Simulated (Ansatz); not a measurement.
BClH$_{3}$NOSi (`O[Si]1(Cl)BN1`). Charge 0, multiplicity 1.

```csv
atom,x (Å),y (Å),z (Å)
O1,1.627,0.818,-0.611
Si2,0.107,0.231,-0.524
Cl3,-1.091,1.593,-1.498
B4,-0.448,-1.422,0.222
N5,-0.474,-0.270,1.020
H6,1.732,1.695,-0.986
H7,-0.716,-2.565,0.398
H8,-0.736,-0.080,1.978
```

Give the diagnostics of a CCSD(T)/def2-TZVPP run (frozen core, Ansatz). (Best estimate.)

Ansatz gave: T1 = 0.0126, largest single amplitude 0.026, largest double 0.033, (T) share of the correlation energy 4.1 %, 9 CCSD cycles. The RHF solution is stable towards an unrestricted one. T1 lies under the customary mark of 0.02 for closed shells.
